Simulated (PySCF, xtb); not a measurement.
CH7F2NSi2, SMILES N([SiH2]F)([SiH2]F)C.

GFN2-xTB run with xtb at its own geometry gives an orbital gap of 5.11 eV and a dipole moment of 0.86 D.

Geometry optimised at r2SCAN-D4/def2-SVP. The structure was generated by enumeration, and PubChem lists no compound with its InChIKey, so it may never have been made. Other conformers were not sampled.

Problem. What does PBE/def2-TZVP run with PySCF give? (The exact figures need the calculation; the answer reports its results.)

Solution. gap 6.13 eV (levels -6.63 and -0.51 eV), dipole 0.95 D.
